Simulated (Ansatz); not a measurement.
Basis sets compared for MoS2⁺. The state is a doublet with charge 1. Geometry PBE-D4/def2-TZVP. Ansatz on 4 threads of Arm Neoverse V1 on a shared host; times are rough, and most runs start from earlier orbitals.

```
atom   x (Å)   y (Å)   z (Å)
 Mo1  -0.099   0.342   0.766
  S2   1.638  -0.450  -0.053
  S3  -1.539   0.108  -0.713
```

In the def2 sets Mo takes a core potential; there is no spin–orbit coupling. At PBE0-D4/def2-SVP, PBE0-D4/def2-TZVP the charge 1 doublet is spin-contaminated (final ⟨S²⟩ up to 0.91, 0.75 for a pure state). The structure comes from a short search, and lower isomers may exist.

```tsv
level	functions	energy (Eh)	HOMO (eV)	LUMO (eV)	wall time
PBE-D4/def2-SVP	67	-863.7649	-11.84	-10.78	1 s
PBE0-D4/def2-SVP	67	-863.7594	-12.99	-10.05	1.3 s
```

**Question.** Estimate the rows for PBE-D4/def2-TZVP, PBE0-D4/def2-TZVP (with forces).

**Answer.** 
| level | functions | energy (Eh) | HOMO (eV) | LUMO (eV) | wall time |
| --- | --- | --- | --- | --- | --- |
| PBE-D4/def2-TZVP | 114 | -864.0650 | -11.71 | -10.65 | 1.6 s |
| PBE0-D4/def2-TZVP (with forces) | 114 | -864.0587 | -12.82 | -9.89 | 7 s |
